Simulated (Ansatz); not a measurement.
Species: GeNH₃Br, charge 0, doublet. GeNH3Br (SMILES [NH2][GeH][Br], doublet).
B3LYP-D3(BJ)/def2-TZVP minimum from Ansatz (a quantum-chemistry and plane-wave program):
```xyz
6

Ge    -0.0267    -0.8164     0.6216
N      1.6195    -1.4193     0.0303
Br    -0.4122     1.1490    -0.6221
H      0.2104    -0.4017     2.1134
H      1.7232    -1.5431    -0.9683
H      2.0117    -2.2109     0.5251
```
Charge 0, spin multiplicity 2.

Total energies in hartree (Ansatz). Open shells are spin-unrestricted; no spin-orbit coupling. Cores are frozen in correlated methods (noble-gas shells, and filled d and f shells in the p block). No relativity. For partners of very few electrons the exact lower level stands in for a higher one. Spin-orbit terms, left out, reach several kcal/mol for Br and I, and more for heavier atoms.

| species | HF/cc-pVTZ | CCSD(T)/cc-pVTZ | HF/cc-pVQZ | CCSD(T)/cc-pVQZ | CCSD(T)/cc-pVDZ | CCSDT(Q)/cc-pVDZ |
|---|---|---|---|---|---|---|
| 1: GeNH3Br (SMILES [Br][GeH][NH2], doublet) | -4704.12110 | -4704.64830 | -4704.13246 | -4704.69933 | -4704.35549 | -4704.35747 |
| 2: Ge (triplet) | -2075.36107 | -2075.42794 | -2075.36359 | -2075.43284 | -2075.34866 | -2075.34895 |
| 3: N (quartet) | -54.40069 | -54.51471 | -54.40372 | -54.52482 | -54.47850 | -54.47866 |
| 4: Br (doublet) | -2572.44509 | -2572.60263 | -2572.44802 | -2572.62195 | -2572.47590 | -2572.47619 |
| 5: H (doublet) | -0.49981 | -0.49981 | -0.49995 | -0.49995 | -0.49928 | -0.49928 |

Task: Work out the atomisation energy (electronic, to ground-state atoms) in kJ/mol: take Hartree-Fock from cc-pVQZ, extrapolate the CCSD(T) correlation energy as X^-3 (X = 3, 4), and add CCSDT(Q) - CCSD(T) in cc-pVDZ. 1 hartree = 2625.5 kJ/mol.

Result: 
Species 1: correlation (64·(-0.56687) - 27·(-0.52720))/37 = -0.59582; step -0.00198; E1 = -4704.13246 + (-0.59582) + (-0.00198) = -4704.73026
Species 2: correlation (64·(-0.06925) - 27·(-0.06687))/37 = -0.07099; step -0.00029; E2 = -2075.36359 + (-0.07099) + (-0.00029) = -2075.43487
Species 3: correlation (64·(-0.12110) - 27·(-0.11402))/37 = -0.12627; step -0.00016; E3 = -54.40372 + (-0.12627) + (-0.00016) = -54.53015
Species 4: correlation (64·(-0.17393) - 27·(-0.15754))/37 = -0.18589; step -0.00029; E4 = -2572.44802 + (-0.18589) + (-0.00029) = -2572.63420
Species 5: correlation (64·(0.00000) - 27·(0.00000))/37 = 0.00000; step +0.00000; E5 = -0.49995 + (0.00000) + (+0.00000) = -0.49995
-1·E1 +1·E2 +1·E3 +1·E4 +3·E5 = 0.63119 hartree = 1657.2 kJ/mol.
